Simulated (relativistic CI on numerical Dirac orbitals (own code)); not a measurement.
**How well does a small relativistic CI reproduce Nd III?**

Calculated at this level of theory: Dirac-Coulomb-Breit CI, KLI orbitals optimised for each configuration, model QED, valence Slater integrals scaled by 0.85, configuration energies shifted to the measured levels that pair with them (semi-empirical) (own radial code, finite nucleus).

Configurations in the expansion (outside the closed core [Xe]): 4f⁴, 4f³5d, 4f³6s, 4f²5d², 4f³6p, 4f²5d6s, 4f²6s², 4f³7s, 4f³6d, 4f³5f, 4f²5d6p, 4f³7p, 4f²5d5f, 4f³5g, 4f²6s6p, 4f²5f², 4f³7d, 4f³6f, 4f²5d5g, 4f³6g, 4f²6p², 4f²5f6s. Levels of other configurations are missing.

| Configuration | Term (tabulated) | J | Measured (cm⁻¹) | Computed | Error | Purity (%) |
| --- | --- | --- | --- | --- | --- | --- |
| 4f⁴ | 5I | 4 | 0.0 | 0 | 0 | 96 |
| 4f⁴ | 5I | 5 | 1137.8 | 1045 | -93 | 96 |
| 4f⁴ | 5I | 6 | 2387.5 | 2204 | -183 | 97 |
| 4f⁴ | 5I | 7 | 3714.5 | 3447 | -267 | 96 |
| 4f⁴ | 5I | 8 | 5093.3 | 4749 | -344 | 95 |
| 4f⁴ | 5F | 2 | 10774.0 | 11860 | 1087 | 92 |
| 4f⁴ | 5F | 3 | 11424.6 | 12474 | 1049 | 93 |
| 4f⁴ | 5F | 4 | 12181.3 | 13179 | 998 | 90 |
| 4f⁴ | 5F | 5 | 13210.3 | 14139 | 928 | 91 |
| 4f⁴ | 3K2 | 6 | 14064.3 | 13947 | -117 | 96 |
| 4f⁴ | 3K2 | 7 | 15153.8 | 15011 | -142 | 88 |
| 4f³5d | 5L° | 6 | 15158.2 | 13938 | -1220 | 94 |
| 4f³5d | 5K° | 5 | 15262.4 | 14303 | -959 | 91 |
| 4f⁴ | 3K2 | 8 | 16459.1 | 16235 | -224 | 80 |
| 4f⁴ | 3H4 | 5 | 16622.3 | 17361 | 739 | 67 |
| 4f⁴ | 5G | 4 | 16831.3 | 18304 | 1473 | 69 |
| 4f³5d | 5K° | 6 | 16938.1 | 15802 | -1136 | 96 |
| 4f³5d | 5L° | 7 | 16952.8 | 15596 | -1357 | 97 |
| 4f⁴ | 5G | 5 | 18313.0 | 19632 | 1319 | 75 |
| 4f³5d | 5K° | 7 | 18656.3 | 17384 | -1272 | 97 |
| 4f³5d | 5L° | 8 | 18861.1 | 17375 | -1486 | 98 |
| 4f³5d | 5I° | 4 | 18883.7 | 19458 | 574 | 90 |
| 4f³5d | 5H° | 3 | 19593.1 | 19910 | 317 | 87 |
| 4f³5d | 3I° | 5 | 19616.6 | 19423 | -194 | 69 |
| 4f³5d | 5I° | 5 | 20348.7 | 20809 | 460 | 86 |
| 4f³5d | 5H° | 4 | 20389.0 | 20464 | 75 | 55 |
| 4f³5d | 5K° | 8 | 20410.9 | 19041 | -1370 | 97 |
| 4f³5d | 5L° | 9 | 20859.7 | 19250 | -1610 | 99 |
| 4f³5d | 5G° † | 2 | 21477.3 | 21724 | 247 | 96 |
| 4f³5d | 5G° † | 3 | 21479.4 | 21957 | 477 | 73 |
| 4f³5d | 5I° | 6 | 21980.5 | 22275 | 294 | 84 |
| 4f³5d | 5H° | 5 | 22181.3 | 22053 | -128 | 68 |
| 4f³5d | 5K° | 9 | 22197.1 | 20758 | -1439 | 96 |
| 4f³5d | 5L° | 10 | 22932.3 | 21201 | -1731 | 99 |
| 4f³5d | 5G° | 4 | 23010.5 | 23309 | 299 | 75 |
| 4f³5d | 3K° | 6 | 23120.1 | 22587 | -533 | 60 |
| 4f³5d | 3G° | 3 | 23891.2 | 24671 | 780 | 67 |
| 4f³5d | 5H° | 6 | 24058.5 | 23787 | -272 | 65 |
| 4f³5d | 3L° | 7 | 24497.2 | 24225 | -272 | 72 |
| 4f³5d | 5I° | 8 | 24592.3 | 24839 | 247 | 83 |
| 4f³5d | 5G° | 5 | 24878.4 | 25042 | 164 | 65 |
| 4f³5d | 3K° | 7 | 25319.6 | 24764 | -556 | 66 |
| 4f³5d | 5H° | 7 | 26097.9 | 25701 | -396 | 62 |
| 4f³5d | 3G° | 4 | 26140.2 | 27036 | 896 | 80 |
| 4f³5d | 5G° | 6 | 26670.5 | 26787 | 117 | 65 |
| 4f³5d | 3L° | 8 | 26676.7 | 26249 | -428 | 86 |
| 4f³5d | 3K° | 8 | 27441.9 | 26743 | -699 | 75 |
| 4f³5d | 5H° | 3 | 27675.0 | 29049 | 1374 | 91 |
| 4f³5d | 5D° | 3 | 28118.5 | 28043 | -75 | 70 |
| 4f³5d | 3G° | 5 | 28440.0 | 29517 | 1077 | 71 |
| 4f³5d | 5H° | 4 | 28745.3 | 30000 | 1255 | 93 |
| 4f³5d | 3L° | 9 | 28877.3 | 28464 | -413 | 94 |
| 4f³5d | 3K° | 6 | 29643.2 | 31045 | 1401 | 67 |
| 4f³5d | 5H° | 5 | 30175.7 | 31191 | 1015 | 89 |
| 4f³5d | 3K° | 7 | 31781.8 | 31939 | 157 | 62 |
| 4f³5d | 5F° | 2 | 31888.5 | 33538 | 1649 | 89 |
| 4f³5d | 5D° | 1 | 32374.4 | 34662 | 2287 | 86 |

Measured levels from Ding et al., The Spectrum and Energy Levels of the Low-lying Configurations of Nd III (preprint, 2023); pairs were made by configuration, J and term (by order where the table uses no LS term), so strongly mixed levels may be paired wrongly.

Mean error by configuration (cm⁻¹): 4f⁴ 444; 4f³5d -78. Over the excited levels the mean absolute error is 758 cm⁻¹ (56 of the 69 excited levels that our extract of the source holds in range could be paired, and the others can miss by more), and the median relative error of those above 1,000 cm⁻¹ is 3.6 %, both after the shifts were fitted to these levels, so that a configuration with one level shows no error. Some levels of the ground configuration have no partner. † marks terms whose computed intervals miss the measured ones by more than a factor of 2.5, or configurations far off the rest, from wrong mixing, a near crossing or a doubtful label or measurement; they are left out of the means.

Configurations whose levels could be paired with our table of measured levels were shifted onto them, all but the ground configuration, by the median error of their levels; single terms can still be off by 1,000 to 2,000 cm⁻¹ or more, and rates follow the energies as ν³ (E1, M1) or ν⁵ (E2). The others borrow a shift and can be off by several thousand cm⁻¹ or more. The fine structure of a lone outer electron comes out too small, for d and f at times inverted, and misplaced configurations move strength between like terms. 56 of the 69 excited levels that our extract of the measured tables holds in this range could be paired (the sources list more); they are missed by 744 cm⁻¹ on average and 2287 at most, after the shifts were fitted to these levels, and levels without a partner can miss by more. Some levels of the ground configuration have no partner and can miss by 10 % or more.

Shifts applied (cm⁻¹): 4f⁴ 0; 4f³5d 7539.
